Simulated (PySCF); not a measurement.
Compound: CH₈BPSi.
SMILES: `BP[SiH2]C`

Method: EOM-IP-CCSD/aug-cc-pVDZ in PySCF, restricted Hartree–Fock reference, 12 core orbitals frozen, non-relativistic, gas phase, PBE0-D3(BJ)/def2-SVP geometry.

Hartree–Fock orbital energies give these Koopmans values (eV): HOMO 9.39, HOMO-1 11.39, HOMO-2 12.59, HOMO-3 12.84, HOMO-4 13.04, HOMO-5 14.28, HOMO-6 15.39, HOMO-7 15.53.

Question: What vertical ionisation energies does EOM-IP-CCSD give?

Answer: 
| leading hole (HF orbital) | Koopmans (eV) | EOM-IP-CCSD (eV) | change (eV) | one-hole share |
| --- | --- | --- | --- | --- |
| HOMO | 9.39 | 9.14 | -0.25 | 0.95 |
| HOMO-1 | 11.39 | 10.67 | -0.72 | 0.95 |
| HOMO-2 | 12.59 | 11.72 | -0.87 | 0.95 |
| HOMO-3 | 12.84 | 11.94 | -0.90 | 0.94 |
| HOMO-4 | 13.04 | 12.14 | -0.90 | 0.94 |
| HOMO-5 | 14.28 | 13.20 | -1.08 | 0.93 |
| HOMO-6 | 15.39 | 14.39 | -1.00 | 0.95 |
| HOMO-7 | 15.53 | 14.52 | -1.01 | 0.94 |

Question: Does the order of the lines follow the orbital energies?

Answer: Yes, no two lines change places. The corrections run from -1.08 to -0.25 eV, with a mean of -0.84 eV over the 8 lines; no line lies above its Koopmans value.

Question: At what kinetic energies would He II light (40.81 eV) eject these electrons?

Answer: 31.67 eV (HOMO), 30.14 eV (HOMO-1), 29.09 eV (HOMO-2), 28.87 eV (HOMO-3), 28.67 eV (HOMO-4), 27.61 eV (HOMO-5), 26.42 eV (HOMO-6), 26.29 eV (HOMO-7).

Question: What total energy has the lowest final state, and which wavelength reaches it?

Answer: E(CCSD) + ionisation energy = -697.43251 + 0.33577 = -697.09674 Eh, at the geometry of the initial state. The threshold wavelength is 1239.84 eV nm/9.14 eV = 135.7 nm.

Lines less than 0.15 eV apart could change places at a higher level. One root was sought for each valence orbital with −ε under 21 eV, eight at most, so deeper holes and satellites are missing; no vibrational structure.

Conformer computed: `[BH2:1][PH:2][SiH2:3][CH3:4]`: B1–P2–Si3–C4 173°.

One conformer stands for the species.
